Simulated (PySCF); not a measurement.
Vertical excitations of a molecule CH2F2O2Si from TDDFT-ωB97X/def2-SVPD run with PySCF, as energy in eV (oscillator strength): 4.97 (0.002), 7.68 (0.040), 8.00 (0.000), 8.48 (0.138), 8.72 (0.084), 8.87 (0.005), 9.25 (0.004), 9.56 (0.027), 9.61 (0.173), 10.18 (0.121). Lowest triplet (TDA): 4.35 eV. Coordinates come from a B3LYP-D3(BJ)/def2-SVP optimisation. One conformer was computed; it need not be the lowest.

Q: Which molecule gave these data?
(A) O=C(O)[SiH](F)F
(B) F[Si]1(F)OCO1
(C) O=C[Si](O)(F)F
(D) O=CO[SiH](F)F

A: A, O=C(O)[SiH](F)F
